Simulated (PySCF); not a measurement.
## PdF3 at several levels of theory

All levels use the PBE0 minimum (doublet; Pd–F 1.838 Å (×2), Pd–F 1.865 Å; F–Pd–F 95.0° (×2), F–Pd–F 165.2°), basis [Pd def2-SVP with ECP28, F def2-SVP], scalar-relativistic core potentials, density fitting, no spin–orbit coupling, PySCF. For vertical energies the ionised species is a triplet (spins chosen at PBE0 and kept) and the electron-attached one a singlet. Atomisation goes to high-spin ground-configuration atoms, without zero-point energy. Open shells are unrestricted, also as the reference of the correlated levels. A dash marks a value that was not computed or is not defined at that level.

```tsv
level	atomisation (kJ/mol)	vertical IP (eV)	vertical EA (eV)	−ε(HOMO) (eV)	dipole (D)
PBE0	?	?	?	?	?
HF	229	11.27	4.36	15.53	3.73
MP2	–	?	?	–	–
PBE	994	11.49	3.17	7.40	2.29
r2SCAN	–	11.90	3.44	7.93	2.60
B3LYP	830	12.37	3.76	9.34	2.69
TPSSh	884	11.98	3.45	8.50	2.67
TPSS	–	11.59	3.19	7.60	2.48
CAM-B3LYP	829	12.77	4.00	11.28	2.83
```

Q: Fill in the row of MP2.

A: vertical IP (eV) 15.26, vertical EA (eV) 3.86.

Q: Fill in the row of PBE0.

A: atomisation (kJ/mol) 800, vertical IP (eV) 12.48, vertical EA (eV) 3.82, −ε(HOMO) (eV) 9.71, dipole (D) 2.80.

Spin contamination in at least one species weakens the values at: HF, MP2.

Without diffuse functions attachment energies tend to come out too low.

With open d or f shells other occupations or spin states may lie lower.
